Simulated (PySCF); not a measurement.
# Magnetisability: `CO[C@H]1C[C@@H](O)C1`, C₅H₁₀O₂

Geometry:
```csv
atom,x (Å),y (Å),z (Å)
C1,-2.449,0.673,-0.900
O2,-1.256,0.837,-0.178
C3,-0.290,-0.171,-0.366
C4,1.087,0.312,-0.868
C5,1.758,-0.457,0.291
O6,2.727,0.208,1.040
C7,0.370,-0.673,0.933
H8,-2.274,0.706,-1.982
H9,-2.945,-0.271,-0.646
H10,-3.093,1.504,-0.616
H11,-0.695,-0.987,-0.971
H12,1.371,0.026,-1.877
H13,1.187,1.390,-0.753
H14,2.227,-1.388,-0.032
H15,2.351,1.039,1.355
H16,0.124,-1.683,1.250
H17,0.188,0.020,1.752
```

Level of theory: GIAO PBE0/pcSseg-1 magnetisability, rotational g tensor and spin-rotation constants, non-relativistic, gas phase (PySCF). Geometry: GFN2-xTB, dihedral held. The dihedral C7–C3–O2–C1 is held at 225°.

What are the magnetisability and the molar susceptibility?

Isotropic -1100 × 10⁻³⁰ J/T², or -66.2 × 10⁻⁶ cm³/mol; principal values -1275, -1050, -975 × 10⁻³⁰ J/T², anisotropy 270 × 10⁻³⁰ J/T² (root of half the summed squared differences of the principal values). The susceptibility is in cgs units.

Split it along the inertial axes a, b, c into diamagnetic and paramagnetic parts about the centre of mass, with the quadrupole moment.


| axis | χ (10⁻⁶ cm³/mol) | diamagnetic (10⁻⁶ cm³/mol) | paramagnetic (10⁻⁶ cm³/mol) | summed x² of all electrons (Å²) | quadrupole Θ (D Å) |
| --- | --- | --- | --- | --- | --- |
| a | -76.2 | -268.4 | 192.2 | 199.2 | -5.44 |
| b | -63.3 | -957.7 | 894.4 | 36.7 | -0.16 |
| c | -59.2 | -1000.7 | 941.5 | 26.6 | +5.60 |

Anisotropies 2χaa − χbb − χcc = -30.0 and 2χbb − χaa − χcc = +8.9 × 10⁻⁶ cm³/mol. Θ is traceless in Buckingham's convention.

And the rotational g tensor?


```csv
axis,rotational constant (GHz),g,nuclear part,electronic part
a,7.4503,+0.0066,0.6792,-0.6726
b,1.3983,-0.0093,0.5782,-0.5876
c,1.3393,-0.0136,0.5788,-0.5924
```
Asymmetric top; isotopes 12C, 1H, 16O; no vibrational averaging.
